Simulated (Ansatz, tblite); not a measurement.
Removing and adding an electron: Zr2O6H4 (the lowest singlet isomer of a short search). The state is a singlet with charge 0. Geometry: r2SCAN-D4/def2-SVP. Ansatz, gas phase; energy differences of separate SCF runs; the oxidised species was run as a doublet alone; the reduced species was run as a doublet alone.

```xyz
12

Zr    0.566    2.114    0.292
Zr   -0.452   -0.960   -0.095
O    -1.546    0.740   -0.192
O     1.274    0.178   -0.501
O     1.733    2.669    1.484
O    -0.975   -1.857   -1.717
O    -0.292   -2.271    1.314
O    -0.859    0.762    1.154
H    -1.392   -2.188   -2.515
H     2.205   -0.085   -0.516
H     0.180    3.548   -0.893
H    -0.441   -2.650    2.185
```

In the def2 sets Zr takes a core potential; there is no spin–orbit coupling. The xTB rows come from tblite. The structure holds one bond between oxygen atoms, so isomers without such links may lie far lower. HOMO above LUMO, or a gap near zero within one spin, warns that the state may not be the lowest or that an electron is smeared out. The structure comes from a short search, and lower isomers may exist.

Estimate orbital energies and vertical ionisation energies and electron affinities at: GFN1-xTB; GFN2-xTB; PBE-D4/def2-TZVP; PBE-D4/def2-TZVPD; BLYP-D4/def2-TZVP; BLYP-D4/def2-TZVPD; PBE0-D4/def2-TZVP; PBE0-D4/def2-TZVPD.


```csv
level,−HOMO (eV),vertical IE (eV),−LUMO (eV),vertical EA (eV),HOMO–LUMO gap (eV),IE − EA (eV),remarks
GFN1-xTB,11.02,14.03,8.81,5.95,2.21,8.08,–
GFN2-xTB,10.11,13.35,7.51,4.85,2.59,8.50,–
PBE-D4/def2-TZVP,5.84,8.77,2.82,–,3.03,–,gap within one spin near zero (+1 doublet)
PBE-D4/def2-TZVPD,5.87,–,2.86,0.73,3.01,–,HOMO above zero (-1 doublet)
BLYP-D4/def2-TZVP,5.77,8.72,2.78,–,2.99,–,gap within one spin near zero (+1 doublet)
BLYP-D4/def2-TZVPD,5.79,–,2.82,0.70,2.97,–,HOMO above zero (-1 doublet)
PBE0-D4/def2-TZVP,7.18,9.29,1.98,–,5.20,–,–
PBE0-D4/def2-TZVPD,7.19,–,2.01,0.58,5.19,–,HOMO above zero (-1 doublet)
```

   A HOMO above zero means that the electron is unbound at that level or that self-interaction error raises the level; the energy of removing that electron tells which. Raw xTB energy differences between charge states are shifted by several eV; the methods need an empirical correction for them.
